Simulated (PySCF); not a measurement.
Compound: C6H11N.
SMILES with atom numbers: `[CH:1]#[C:2][CH2:3][C@H:4]([CH3:5])[CH2:6][NH2:7]` (hydrogens: H8 on C1; H9, H10 on C3; H11 on C4; H12, H13, H14 on C5; H15, H16 on C6; H17, H18 on N7)

Computed by this run: CAM-B3LYP/def2-SV(P) geometry optimisation, gas phase (PySCF 2.14.0); density fitting, grid level 1; the optimiser is geomeTRIC in internal coordinates, started from a GFN2-xTB structure.

Step 0: E = -7878.3358 eV
```
atom  x, y, z in Å  |  force x, y, z in eV/Å
C1      3.3174   -0.7372   -0.0506    0.021  -0.010  -0.011
C2      2.2552   -0.4241   -0.5041   -0.324   0.117  -0.319
C3      0.9637   -0.0336   -1.0297   -0.104   0.168   0.460
C4     -0.0552    0.2309    0.0895   -0.466  -0.353  -0.421
C5     -0.3314   -1.0535    0.8675    0.166   0.598  -0.129
C6     -1.3465    0.8109   -0.5211    0.152   0.146   0.619
N7     -2.3595    1.2340    0.4254   -0.023  -0.052  -0.199
H8      4.2528   -1.0143    0.3344    0.974  -0.286   0.415
H9      1.0915    0.8700   -1.6335   -0.033   0.239  -0.281
H10     0.5891   -0.8281   -1.6821   -0.177  -0.178  -0.305
H11     0.3688    0.9747    0.7762    0.102   0.213   0.106
H12    -0.9939   -0.8674    1.7109   -0.308   0.043   0.386
H13     0.5992   -1.4646    1.2528    0.359  -0.259   0.228
H14    -0.7960   -1.7965    0.2209   -0.233  -0.402  -0.302
H15    -1.0920    1.6851   -1.1293    0.099   0.171  -0.311
H16    -1.8030    0.0648   -1.1785   -0.058  -0.208  -0.331
H17    -2.6955    0.4439    0.9646   -0.162  -0.121   0.188
H18    -1.9735    1.9113    1.0750    0.015   0.175   0.207
```

**Question.** Estimate the geometry and energy of step 1. (The exact step hangs on the optimiser's Hessian estimate; all steps are aligned on step 0, rigid shifts and turns removed.)

**Answer.** E = -7878.4027 eV, largest force 0.185 eV/Å
```
atom  x, y, z in Å  |  force x, y, z in eV/Å
C1      3.3693   -0.7540   -0.0898    0.173  -0.048   0.043
C2      2.2918   -0.4313   -0.5240   -0.063   0.009   0.030
C3      0.9744   -0.0320   -1.0177   -0.060   0.001  -0.124
C4     -0.0621    0.2230    0.0913    0.070   0.100   0.115
C5     -0.3464   -1.0402    0.8959   -0.010  -0.098   0.011
C6     -1.3427    0.8201   -0.5133   -0.029  -0.027  -0.152
N7     -2.3802    1.2217    0.4152    0.029  -0.002   0.091
H8      4.3345   -1.0412    0.2915   -0.089   0.026  -0.041
H9      1.0870    0.8816   -1.6310   -0.009  -0.035   0.024
H10     0.5904   -0.8150   -1.7007    0.022   0.040   0.024
H11     0.3682    0.9828    0.7740   -0.027  -0.042  -0.031
H12    -1.0302   -0.8397    1.7385    0.012   0.017  -0.032
H13     0.5800   -1.4679    1.3136   -0.012   0.017  -0.002
H14    -0.8150   -1.8111    0.2544    0.014   0.015   0.032
H15    -1.0733    1.7022   -1.1244   -0.003  -0.031   0.031
H16    -1.7806    0.0859   -1.2185    0.023   0.047   0.037
H17    -2.7503    0.4277    0.9367   -0.016   0.009  -0.034
H18    -2.0237    1.8934    1.0965   -0.025   0.003  -0.021
```

The energy changes by -0.0670 eV. The first-order estimate −F·Δx gives -0.1413 eV and the mean of the old and new forces, exact on a quadratic surface, -0.0672 eV. The step makes an angle of 70° with the force vector and moves no atom by more than 0.096 Å.

What follows is the cost of the whole optimisation. The run took 31 s wall on an Intel Xeon 6975P-C with one thread, no GPU, shared host with 192 logical CPUs at a one-minute load of 53, and the process peaked at 0.65 GiB of memory.
